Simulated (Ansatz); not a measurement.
Basis-set extrapolation for CH6BNSSi (`[SiH3]C1NBS1`) (PBE0-D4/def2-TZVP geometry, frozen core, Ansatz 0.2.0). Multiplicity 1, RHF reference.

```json
{"": "HF", "def2-TZVPP": "-807.052841", "def2-QZVPP": "-807.078523"}
{"": "MP2 correlation", "def2-TZVPP": "-0.773368", "def2-QZVPP": "-0.829578"}
{"": "CCSD(T) correlation", "def2-TZVPP": "-0.861373", "def2-QZVPP": "not run"}
```

Energies in hartree. Use E(X) = E(∞) + A·exp(−7.88·√X) for Hartree–Fock and E(X) = E(∞) + B·X^(−2.97) for correlation, with X = 3 and 4, and add CCSD(T) minus MP2 of the smaller set to the MP2 limit.

Task: What is the CCSD(T) energy at the basis-set limit?

Result: HF limit: -807.078523 + (-0.025682) × 0.13774 = -807.08206. MP2 limit: -0.829578 + (-0.056210) × 0.74074 = -0.87121. Higher-order term: -0.861373 − (-0.773368) = -0.08800. Total: -808.04127 hartree, 3.46 eV below CCSD(T)/def2-TZVPP.
